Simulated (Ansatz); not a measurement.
`C[O][Sc]([OH])[Cl]`, relaxed with RKS PBE0-D4/def2-TZVP in the Gaussian-basis code of Ansatz from a GFN2-xTB geometry. The force threshold is 0.005 eV/Å; the program also tests the step.

Total charge 0; spin multiplicity 1.

Start:

```xyz
9

C    -0.010   -0.674    1.644
O     0.114    0.248    0.592
Sc    0.128    0.913   -1.067
O    -0.270   -0.048   -2.517
Cl    0.680    3.055   -1.315
H     0.573   -0.320    2.506
H     0.367   -1.661    1.340
H    -1.062   -0.770    1.944
H    -0.520   -0.743   -3.127
```

(1) How much energy does the relaxation release, and in how many steps? (Best estimate.)

(2) Which bonds change most? (Best estimate.)

(3) Give the relaxed structure. (An estimate is asked.)

Answers

(1) Ansatz gave: 24.30 kJ/mol, in 15 steps.

(2) The calculation gave: Sc3–Cl5 from 2.226 to 2.329 Å; Sc3–O4 from 1.785 to 1.852 Å; O2–Sc3 from 1.788 to 1.842 Å; C1–O2 from 1.404 to 1.388 Å.

(3) The calculation gave: 
```xyz
9

C    -0.004   -0.677    1.708
O     0.045    0.034    0.517
Sc    0.098    0.881   -1.117
O    -0.249   -0.081   -2.662
Cl    0.616    3.150   -1.200
H     0.714   -0.275    2.431
H     0.228   -1.736    1.544
H    -1.004   -0.615    2.154
H    -0.446   -0.681   -3.375
```
